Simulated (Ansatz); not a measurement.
The same path of C2H10O2Si2 (16 atoms, charge 0, multiplicity 1) was run twice with different band settings. The coordinate that changes most is the dihedral H8–C2–O3–C4.

Theory: RKS B3LYP/def2-SVP (Ansatz 0.2.0).

Relaxed end points:

```xyz
16
Properties=species:S:1:pos:R:3
O 0.240 -2.967 -1.181
C 1.364 -2.195 -0.878
O 1.120 -0.816 -0.903
C 0.242 -0.354 0.116
Si -0.118 1.495 -0.183
Si -1.540 2.347 1.497
H -0.018 -2.768 -2.093
H 1.687 -2.521 0.129
H 2.188 -2.354 -1.597
H 0.694 -0.500 1.120
H -0.704 -0.927 0.109
H 1.163 2.263 -0.186
H -0.771 1.660 -1.515
H -0.918 2.191 2.847
H -1.802 3.799 1.263
H -2.849 1.625 1.499
```

```xyz
16
Properties=species:S:1:pos:R:3
O 1.535 -2.819 -2.027
C 0.934 -2.355 -0.876
O 0.563 -1.004 -1.044
C 0.013 -0.408 0.111
Si -0.414 1.410 -0.283
Si -1.311 2.484 1.619
H 2.311 -2.267 -2.199
H 0.041 -2.987 -0.700
H 1.596 -2.434 0.020
H 0.721 -0.451 0.968
H -0.904 -0.940 0.446
H 0.825 2.122 -0.717
H -1.405 1.457 -1.397
H -0.326 2.475 2.744
H -1.650 3.903 1.299
H -2.553 1.792 2.081
```

Common settings: movable images 7; climbing image yes; optimiser quadratic models (default); start path through a guess of the saddle point; force threshold 0.05 eV/Å; iteration limit 60; end points relaxed.

| run | spring |
| --- | --- |
| 1 | 5.0 eV/Å² |
| 2 | 20.0 eV/Å² |

(1) What does each run give, and how far can it be trusted?

Answers

(1) Run 1: converged after 8 iterations, highest image 0.181 eV above the first end. A vibrational analysis at the climbing image gives one clearly imaginary mode, 108i cm⁻¹: a first-order saddle point.
Run 2: converged after 8 iterations, highest image 0.181 eV above the first end. Another band between the same ends (7 images) ends at a top of the same energy, where a vibrational analysis finds 1 clearly imaginary mode.
